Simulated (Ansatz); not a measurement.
Stretching the Ga1–H2 bond in GaH3 (SMILES [GaH3]) (multiplicity 1 held, fragments rigid). Energies count from the point at 1.570 Å.
Geometry at that point (charge 0, multiplicity 1):
```
atom    x (Å)    y (Å)    z (Å)
----  -------  -------  -------
Ga     0.0000   0.0000   0.0000
H      1.5659  -0.1090  -0.0205
H     -0.8774  -1.3017   0.0061
H     -0.6885   1.4107   0.0144
```

Restricted levels (R-, RO-) in cc, def2 and unpolarised 6-31G sets keep to the state of the molecule at rest. Unrestricted levels (U-) break spin symmetry where that is lower. Active spaces are followed from a long bond inwards. Curves can end on different states.

Frozen-core correlation. Filled d and f shells under p-block atoms count as core.

Codes used: Ansatz (a quantum-chemistry and plane-wave program) with Gaussian orbitals. Each number belongs to the level named beside it.

Energies in kJ/mol.

```json
[
 {"R (Å)": "1.256", "U-B3LYP/cc-pVTZ": "106", "R-CCSD(T)/cc-pVTZ": "119", "FIC-MRCISD on CASSCF(2,2)/cc-pVTZ": "119", "FIC-MRCISD+Q on CASSCF(2,2)/cc-pVTZ": "119"},
 {"R (Å)": "1.413", "U-B3LYP/cc-pVTZ": "20", "R-CCSD(T)/cc-pVTZ": "26", "FIC-MRCISD on CASSCF(2,2)/cc-pVTZ": "25", "FIC-MRCISD+Q on CASSCF(2,2)/cc-pVTZ": "25"},
 {"R (Å)": "1.570", "U-B3LYP/cc-pVTZ": "0", "R-CCSD(T)/cc-pVTZ": "0", "FIC-MRCISD on CASSCF(2,2)/cc-pVTZ": "0", "FIC-MRCISD+Q on CASSCF(2,2)/cc-pVTZ": "0"},
 {"R (Å)": "1.727", "U-B3LYP/cc-pVTZ": "14", "R-CCSD(T)/cc-pVTZ": "11", "FIC-MRCISD on CASSCF(2,2)/cc-pVTZ": "11", "FIC-MRCISD+Q on CASSCF(2,2)/cc-pVTZ": "11"},
 {"R (Å)": "1.884", "U-B3LYP/cc-pVTZ": "45", "R-CCSD(T)/cc-pVTZ": "40", "FIC-MRCISD on CASSCF(2,2)/cc-pVTZ": "40", "FIC-MRCISD+Q on CASSCF(2,2)/cc-pVTZ": "40"},
 {"R (Å)": "2.119", "U-B3LYP/cc-pVTZ": "104", "R-CCSD(T)/cc-pVTZ": "98", "FIC-MRCISD on CASSCF(2,2)/cc-pVTZ": "98", "FIC-MRCISD+Q on CASSCF(2,2)/cc-pVTZ": "98"},
 {"R (Å)": "2.355", "U-B3LYP/cc-pVTZ": "165", "R-CCSD(T)/cc-pVTZ": "158", "FIC-MRCISD on CASSCF(2,2)/cc-pVTZ": "157", "FIC-MRCISD+Q on CASSCF(2,2)/cc-pVTZ": "158"},
 {"R (Å)": "2.747", "U-B3LYP/cc-pVTZ": "256", "R-CCSD(T)/cc-pVTZ": "242", "FIC-MRCISD on CASSCF(2,2)/cc-pVTZ": "240", "FIC-MRCISD+Q on CASSCF(2,2)/cc-pVTZ": "242"},
 {"R (Å)": "3.140", "U-B3LYP/cc-pVTZ": "307", "R-CCSD(T)/cc-pVTZ": "297", "FIC-MRCISD on CASSCF(2,2)/cc-pVTZ": "296", "FIC-MRCISD+Q on CASSCF(2,2)/cc-pVTZ": "297"},
 {"R (Å)": "3.611", "U-B3LYP/cc-pVTZ": "334", "R-CCSD(T)/cc-pVTZ": "327", "FIC-MRCISD on CASSCF(2,2)/cc-pVTZ": "329", "FIC-MRCISD+Q on CASSCF(2,2)/cc-pVTZ": "331"},
 {"R (Å)": "4.239", "U-B3LYP/cc-pVTZ": "345", "R-CCSD(T)/cc-pVTZ": "328", "FIC-MRCISD on CASSCF(2,2)/cc-pVTZ": "344", "FIC-MRCISD+Q on CASSCF(2,2)/cc-pVTZ": "346"},
 {"R (Å)": "5.024", "U-B3LYP/cc-pVTZ": "348", "R-CCSD(T)/cc-pVTZ": "316", "FIC-MRCISD on CASSCF(2,2)/cc-pVTZ": "347", "FIC-MRCISD+Q on CASSCF(2,2)/cc-pVTZ": "350"}
]
```

Doubts at one or more of the structures used: a spin-contaminated determinant (U-B3LYP/cc-pVTZ); a restricted determinant that unrestricted orbitals would lower (R-CCSD(T)/cc-pVTZ); T1 above 0.05 (R-CCSD(T)/cc-pVTZ); other coupled-cluster roots lie near (R-CCSD(T)/cc-pVTZ).
